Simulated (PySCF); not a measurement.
Record of a relaxation.

C2H3NO3Si.
SMILES with atom numbers: `[N:1]#[C:2][Si@@H:3]([OH:4])[O:5][CH:6]=[O:7]` (hydrogens: H8 on Si3; H9 on O4; H10 on C6)

Computed by this run: PBE0-D3(BJ)/def2-SVP geometry optimisation, gas phase in PySCF 2.14.0; density fitting, grid level 1; the optimiser is geomeTRIC in internal coordinates, started from a GFN2-xTB structure with every atom displaced at random (about 0.01 Å). 9 of its 25 geometries are shown. The frame can shift and turn from step to step; on so coarse a grid that alone can change the energy by a few meV, and forces under 0.02 eV/Å are noise.

Step 0: E = -17609.4167 eV, largest atomic force 5.899 eV/Å
```
atom  x, y, z in Å  |  force x, y, z in eV/Å
N1     -1.022    3.174    0.209   -0.511   5.620  -0.340
C2     -0.915    2.062    0.269    0.358  -5.868   0.493
Si3    -0.762    0.213    0.430    1.138   1.041   0.631
O4     -1.373   -0.458   -0.863   -1.870   0.818  -0.714
O5      0.922   -0.006    0.469   -0.545   1.162   0.758
C6      1.590   -0.921   -0.159    1.187  -0.643  -0.221
O7      1.127   -1.784   -0.845   -0.467  -0.562  -0.523
H8     -1.219   -0.278    1.705   -0.439  -0.089   0.636
H9     -0.973   -1.198   -1.268    0.956  -1.514  -0.720
H10     2.674   -0.826    0.031    0.193   0.035   0.000
```

Step 3: E = -17609.6409 eV, largest atomic force 0.983 eV/Å
```
atom  x, y, z in Å  |  force x, y, z in eV/Å
N1     -1.178    3.037    0.266   -0.102   0.584  -0.026
C2     -1.027    1.893    0.307    0.125  -0.736   0.108
Si3    -0.752    0.059    0.403   -0.111   0.122  -0.010
O4     -1.362   -0.626   -0.943   -0.607   0.600   0.136
O5      0.942   -0.104    0.425    0.540   0.360   0.239
C6      1.573   -1.084   -0.210   -0.478   0.317   0.173
O7      0.972   -1.921   -0.824    0.510  -0.735  -0.409
H8     -1.251   -0.481    1.684   -0.038   0.081   0.016
H9     -0.800   -1.342   -1.248    0.350  -0.558  -0.217
H10     2.679   -1.024   -0.105   -0.190  -0.035  -0.011
```

Step 6: E = -17609.6899 eV, largest atomic force 0.083 eV/Å
```
atom  x, y, z in Å  |  force x, y, z in eV/Å
N1     -1.161    3.041    0.280   -0.037   0.053   0.006
C2     -1.019    1.892    0.316    0.058  -0.059  -0.007
Si3    -0.757    0.063    0.398   -0.029   0.006   0.024
O4     -1.400   -0.616   -0.940   -0.048   0.040  -0.005
O5      0.940   -0.113    0.417    0.029   0.007  -0.026
C6      1.588   -1.089   -0.212    0.021   0.045   0.003
O7      1.065   -1.960   -0.854   -0.019  -0.026   0.001
H8     -1.267   -0.447    1.686   -0.002   0.003   0.002
H9     -0.875   -1.366   -1.263    0.034  -0.056  -0.010
H10     2.683   -0.996   -0.072   -0.005  -0.015   0.011
```

Step 9: E = -17609.6921 eV, largest atomic force 0.062 eV/Å
```
atom  x, y, z in Å  |  force x, y, z in eV/Å
N1     -1.202    3.050    0.278    0.005  -0.010  -0.005
C2     -1.016    1.906    0.296   -0.015   0.009  -0.007
Si3    -0.744    0.080    0.379    0.013  -0.016  -0.004
O4     -1.400   -0.616   -0.946    0.051  -0.001   0.002
O5      0.958   -0.083    0.376   -0.029   0.027   0.013
C6      1.586   -1.102   -0.199    0.004  -0.022  -0.058
O7      1.044   -1.999   -0.789    0.007   0.006   0.029
H8     -1.236   -0.423    1.677    0.005  -0.004   0.001
H9     -0.879   -1.381   -1.244   -0.042   0.015   0.015
H10     2.684   -1.021   -0.073    0.000  -0.004   0.013
```

Step 12: E = -17609.6959 eV, largest atomic force 0.071 eV/Å
```
atom  x, y, z in Å  |  force x, y, z in eV/Å
N1     -1.257    3.055    0.227    0.014   0.020  -0.013
C2     -1.025    1.920    0.247   -0.026  -0.030   0.026
Si3    -0.709    0.103    0.347   -0.009   0.006   0.017
O4     -1.394   -0.596   -0.959   -0.046   0.042  -0.034
O5      0.992   -0.026    0.304    0.070   0.000  -0.006
C6      1.598   -1.114   -0.165   -0.022   0.049   0.042
O7      1.027   -2.068   -0.621   -0.006  -0.036  -0.022
H8     -1.163   -0.404    1.658    0.006  -0.004  -0.001
H9     -0.972   -1.432   -1.204    0.024  -0.049   0.004
H10     2.700   -1.030   -0.079   -0.005   0.003  -0.013
```

Step 15: E = -17609.6990 eV, largest atomic force 0.227 eV/Å
```
atom  x, y, z in Å  |  force x, y, z in eV/Å
N1     -1.294    3.050    0.201    0.015   0.003  -0.009
C2     -1.040    1.919    0.225   -0.016   0.001   0.027
Si3    -0.685    0.110    0.325   -0.019  -0.049  -0.018
O4     -1.386   -0.589   -0.975   -0.034   0.026  -0.025
O5      1.018    0.017    0.252    0.166   0.101  -0.003
C6      1.606   -1.108   -0.142   -0.203   0.082   0.056
O7      1.000   -2.087   -0.487    0.093  -0.163  -0.030
H8     -1.105   -0.410    1.642    0.000  -0.002  -0.003
H9     -1.029   -1.466   -1.177    0.014   0.002   0.021
H10     2.711   -1.029   -0.109   -0.015  -0.002  -0.017
```

Step 18: E = -17609.7030 eV, largest atomic force 0.055 eV/Å
```
atom  x, y, z in Å  |  force x, y, z in eV/Å
N1     -1.288    3.052    0.209    0.005   0.001  -0.004
C2     -1.043    1.920    0.229   -0.009  -0.002   0.002
Si3    -0.684    0.111    0.316   -0.002  -0.015   0.020
O4     -1.386   -0.588   -0.984    0.021   0.017  -0.017
O5      1.022    0.032    0.233   -0.011   0.032  -0.044
C6      1.598   -1.107   -0.134    0.023  -0.032   0.021
O7      0.995   -2.106   -0.427   -0.011   0.020   0.014
H8     -1.097   -0.416    1.633    0.003  -0.012  -0.004
H9     -1.023   -1.464   -1.181   -0.021  -0.008   0.014
H10     2.703   -1.024   -0.137    0.002   0.000  -0.002
```

Step 21: E = -17609.7072 eV, largest atomic force 0.077 eV/Å
```
atom  x, y, z in Å  |  force x, y, z in eV/Å
N1     -1.284    3.049    0.203   -0.015  -0.002   0.004
C2     -1.051    1.914    0.218    0.003   0.003  -0.011
Si3    -0.673    0.109    0.288    0.022   0.012   0.031
O4     -1.393   -0.587   -1.005    0.061   0.013  -0.015
O5      1.038    0.074    0.169   -0.066   0.007  -0.039
C6      1.597   -1.097   -0.106    0.032  -0.047   0.034
O7      0.974   -2.112   -0.283   -0.007   0.030  -0.022
H8     -1.056   -0.434    1.607    0.013  -0.011   0.001
H9     -1.059   -1.478   -1.182   -0.047  -0.014   0.014
H10     2.702   -1.029   -0.153    0.005   0.008   0.004
```

Step 24: E = -17609.7109 eV, largest atomic force 0.023 eV/Å
```
atom  x, y, z in Å  |  force x, y, z in eV/Å
N1     -1.326    3.036    0.210   -0.013  -0.004   0.004
C2     -1.066    1.907    0.213    0.016   0.002   0.000
Si3    -0.654    0.108    0.267   -0.014  -0.009   0.001
O4     -1.396   -0.579   -1.017   -0.003   0.001  -0.008
O5      1.051    0.098    0.116    0.022   0.004   0.005
C6      1.616   -1.085   -0.095   -0.015   0.012  -0.001
O7      0.992   -2.103   -0.236    0.006  -0.006   0.000
H8     -0.999   -0.454    1.588   -0.001   0.001   0.001
H9     -1.143   -1.501   -1.164    0.001   0.000   0.006
H10     2.722   -1.018   -0.127    0.000   0.001  -0.007
```

Task: Summarise the path.

Result: The energy falls by 28.39 kJ/mol from step 0 to step 24; nine tenths of that is first reached at step 2. It rises by more than 0.2 meV at steps 3 and 14. The largest force goes from 5.899 to 0.023 eV/Å. Among the bonds Si3–O4 changes most, from 1.580 to 1.635 Å; the atoms move by 0.283 Å rms after alignment.

The cost below is that of the whole optimisation. On one thread, Arm Neoverse V1 (aarch64), no GPU, shared host, this took 2.4 min and 0.51 GiB of memory at its peak.
